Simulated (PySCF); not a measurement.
Ga(I)(OH)2 (GaH2IO2), SMILES [OH][Ga]([OH])[I]. Coordinates come from a B3LYP-D3(BJ)/def2-SVP optimisation. The structure was generated by enumeration; whether it is a known compound was not checked. The def2 effective core potentials stand for the cores of I; spin–orbit coupling is left out. One conformer was computed; it need not be the lowest.

Computed equilibrium geometry at B3LYP-D3(BJ)/def2-SVP (PySCF confirms it by a frequency run) as a Z-matrix, and its point group (one conformer of several):
point group Cs.
```
Ga
O 1 1.7783
H 2 0.9677 1 112.36
O 1 1.7843 2 117.58 3 0.00
H 4 0.9665 1 114.36 2 180.00
I 1 2.4872 2 119.17 3 180.00
```
Charge 0, spin multiplicity 1.
